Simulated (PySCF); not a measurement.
One molecule, one basis, several functionals.

Compound: C₃H₈BP.
SMILES with atom numbers: `[CH:1]#[C:2][CH2:3][BH2-:4][PH3+:5]` (hydrogens: H6 on C1; H7, H8 on C3; H9, H10 on B4; H11, H12, H13 on P5)

Torsions of this conformer, `[CH:1]#[C:2][CH2:3][BH2-:4][PH3+:5]`: C2–C3–B4–P5 -47°.

PySCF, def2-SVPD basis, density fitting, gas phase, PBE0-D3(BJ)/def2-SVP geometry; singlet excitations by full TDDFT with frozen cores, triplets by Tamm–Dancoff TDDFT and ionisation energies by ΔSCF, from the lowest of the holes tried. One functional is left out:

| functional | exact exchange (%) | HOMO energy (eV) | LUMO energy (eV) | lowest singlet excitation (eV) | lowest triplet excitation (eV) | dipole moment (D) | mean polarisability (au) | vertical ionisation energy (eV) |
| --- | --- | --- | --- | --- | --- | --- | --- | --- |
| LDA | 0 | -6.11 | -0.83 | 5.32 | 5.20 | 3.466 | 83.6 | 9.20 |
| PBE | 0 | -5.95 | -0.69 | 5.29 | 5.12 | 3.459 | 82.0 | 9.01 |
| PBE0 | 25 | -7.12 | 0.14 | 6.06 | 5.24 | 3.622 | 79.0 | 9.18 |
| BHandHLYP | 50 | -8.18 | 0.69 | 6.23 | 5.24 | 3.750 | 76.8 | 9.18 |

Predict the row of B3LYP (20 % exact exchange) by straight lines through the other rows, and check it.

```csv
property,line,computed,computed − line,"PBE0 (25 %), for comparison"
HOMO energy (eV),-6.89,-6.90,-0.01,-7.12
LUMO energy (eV),-0.14,-0.16,-0.02,0.14
lowest singlet excitation (eV),5.75,5.88,+0.13,6.06
lowest triplet excitation (eV),5.20,5.30,+0.10,5.24
dipole moment (D),3.582,3.592,+0.010,3.622
mean polarisability (au),80.2,79.7,-0.5,79.0
vertical ionisation energy (eV),9.14,9.20,+0.06,9.18
```
